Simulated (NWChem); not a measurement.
# GeH₃SeI; SMILES [GeH3][Se]I

```xyz
6

Se     1.1419    -0.4557     0.0000
I     -0.2880     1.6392     0.0000
Ge    -0.6448    -2.0113     0.0000
H      0.0602    -3.3793     0.0000
H     -1.4927    -1.8210     1.2660
H     -1.4927    -1.8210    -1.2660
```
Atoms are numbered in this order, from 1.

Program: NWChem. The geometry was optimised at PBE0/def2-SVP. Not confirmed as a minimum by frequencies. def2 effective core potentials on I; no spin-orbit coupling.

What does the run give for TPSS/def2-SVP (core potentials)? Quantities: highest occupied level (eV); orbital gap (eV); dipole (D).


```json
{
  "highest occupied level (eV)": "-5.60",
  "orbital gap (eV)": "2.06",
  "dipole (D)": "1.46"
}
```
